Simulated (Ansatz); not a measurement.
`C[CH2][AlH][CH2]C` and `C#[C][AlH][CH2]C` differ in one atom or group.

Ansatz, PBE0-D4/def2-TZVP geometries, multiplicity 1. Each molecule was computed in one conformer, which needn't be the lowest.

```
                                          property  `C[CH2][AlH][CH2]C`
               HOMO energy (B3LYP/def2-TZVPP) / eV                -6.89
    size of the dipole moment (PBE/def2-TZVPP) / D                 0.68
  size of the dipole moment (B3LYP/def2-TZVPP) / D                 0.62
                LUMO energy (PBE0/def2-TZVPP) / eV                -0.82
size of the dipole moment (ωB97M-V/def2-TZVPP) / D                 0.63
               HOMO–LUMO gap (PBE/def2-TZVPP) / eV                 4.25
```

(1) What does the change do to each property? (Estimate.)

Results:

(1) Ansatz gave: 
```json
{"property": "HOMO energy (B3LYP/def2-TZVPP) / eV", "`C#[C][AlH][CH2]C`": "-7.33", "shift": "-0.44"}
{"property": "size of the dipole moment (PBE/def2-TZVPP) / D", "`C#[C][AlH][CH2]C`": "0.73", "shift": "0.05"}
{"property": "size of the dipole moment (B3LYP/def2-TZVPP) / D", "`C#[C][AlH][CH2]C`": "0.67", "shift": "0.05"}
{"property": "LUMO energy (PBE0/def2-TZVPP) / eV", "`C#[C][AlH][CH2]C`": "-1.46", "shift": "-0.64"}
{"property": "size of the dipole moment (ωB97M-V/def2-TZVPP) / D", "`C#[C][AlH][CH2]C`": "0.67", "shift": "0.04"}
{"property": "HOMO–LUMO gap (PBE/def2-TZVPP) / eV", "`C#[C][AlH][CH2]C`": "4.06", "shift": "-0.19"}
```

With PBE0 the HOMO falls by 0.45 eV and the LUMO falls by 0.64 eV, so the gap narrows by about 0.19 eV. PBE moves the HOMO by -0.45 eV and ωB97M-V by -0.44 eV. Dipoles are sizes alone; their direction can turn.

B3LYP here is the variant with VWN-RPA as its local correlation; programs differ in this.
